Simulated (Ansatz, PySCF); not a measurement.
Reaction R1 + R2 → P1 + P2, each structure at its B3LYP-D3(BJ)/def2-TZVP stationary point, reached from a drawn start (curvature not checked).
P1, CH4 (SMILES C) (charge 0, multiplicity 1):
```xyz
5

C      0.0000     0.0000     0.0000
H      0.6289     0.6289     0.6289
H     -0.6289    -0.6289     0.6289
H      0.6289    -0.6289    -0.6289
H     -0.6289     0.6289    -0.6289
```
R1, H2 (SMILES [H][H]) (charge 0, multiplicity 1):
```xyz
2

H      0.000     0.000     0.372
H      0.000     0.000    -0.372
```
P2, SiH4 (SMILES [SiH4]) (charge 0, multiplicity 1):
```csv
atom,x (Å),y (Å),z (Å)
Si,0.0000,0.0000,0.0000
H,0.8547,0.8547,0.8547
H,-0.8547,-0.8547,0.8547
H,-0.8547,0.8547,-0.8547
H,0.8547,-0.8547,-0.8547
```
R2: CH6Si (SMILES C[SiH3]), charge 0, multiplicity 1.

P less R. No zero-point or thermal terms.

Run with Ansatz (an electronic-structure program); PySCF for M06-2X and the D3/D4 terms. Each number belongs to the level named beside it.

Problem. What reaction energy does revPBE-D3(BJ)/def2-TZVPP give?

Solution. -5.7 kcal/mol

Problem. What reaction energy does wB97X-V/def2-TZVPP give?

Solution. -7.2 kcal/mol

Problem. Give the reaction energy at the level M06-2X/def2-TZVPP.

Solution. -6.0 kcal/mol
